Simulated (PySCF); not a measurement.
Write a Z-matrix for V(OH)F3, `[OH][V]([F])([F])[F]` [radical] as optimised with PBE0-D3(BJ)/def2-SVP. (Doublet state.)

Z-matrix in Å and degrees, rows numbered from 1:
```
V 
O   1  1.7344
H   2  0.9688  1  120.26
F   1  1.7081  2  106.87  3  -114.42
F   1  1.7082  2  107.06  3   114.58
F   1  1.7181  2  108.70  3     0.06
```

V1 (vanadium bonded to 3 F and O) is distorted tetrahedral (angles from 106.4° to 121.0°).

Theory: PBE0-D3(BJ)/def2-SVP geometry optimisation, gas phase (PySCF).

Point group: Cs (tolerance 0.08 Å). PBE0-D3(BJ)/def2-SVP frequencies: not computed here. ⟨S²⟩ = 0.755 (exact for a doublet: 0.75).

The run took 51 s on an Arm Neoverse V2 with one thread (shared host). That covers the optimisation of the geometry.

Caution for open-shell metal species: one SCF solution and one stationary point were followed, and a lower state or a bent or distorted shape isn't ruled out.


Question: What does the PBE0-D3(BJ)/def2-SVP structure of SiMeH3, `[H][Si]([H])([H])C` look like in three dimensions?

Answer: 
```
atom  x, y, z in Å
Si1   -0.0020    0.0032   -0.8876
C2     0.0021   -0.0036    0.9918
H3    -1.0248    0.0424    1.3853
H4     0.5578    0.8614    1.3847
H5     0.4758   -0.9188    1.3786
H6     1.3957   -0.0276   -1.4203
H7    -0.6738    1.2328   -1.4119
H8    -0.7308   -1.1898   -1.4206
```

Any rigid rotation of these coordinates is as good. Atoms count from 1 in this order. Si1 (silicon bonded to C and 3 H) is tetrahedral (angles from 108.2° to 110.8°).

Bonds between heavy atoms (Å): Si1–C2 1.879.

Method: PBE0-D3(BJ)/def2-SVP geometry optimisation, gas phase in PySCF 2.14.0.

Point group: C3v (tolerance 0.08 Å). Not checked by PBE0-D3(BJ)/def2-SVP frequencies.


Problem. Give a PBE0-D3(BJ)/def2-SVP geometry of SiHBr3, `Br[SiH](Br)Br`.

Solution. 
```
atom  x, y, z in Å
Si1   -0.002   -0.001    0.141
H2    -0.005   -0.017    1.621
Br3    2.085    0.009   -0.577
Br4   -1.044    1.811   -0.571
Br5   -1.034   -1.802   -0.614
```

Any rigid rotation of these coordinates is as good. Atoms count from 1 in this order. All 3 Br–Si bonds measure 2.207 to 2.208 Å. Si1 (silicon bonded to 3 Br and H) is tetrahedral (angles from 109.1° to 109.8°).

Bonds between heavy atoms (Å): Si1–Br3 2.207, Si1–Br4 2.208, Si1–Br5 2.208.

Method used: PySCF 2.14.0, PBE0-D3(BJ)/def2-SVP geometry optimisation, gas phase.

Point group: C3v (tolerance 0.08 Å). Whether it is a minimum is left open (no frequencies).
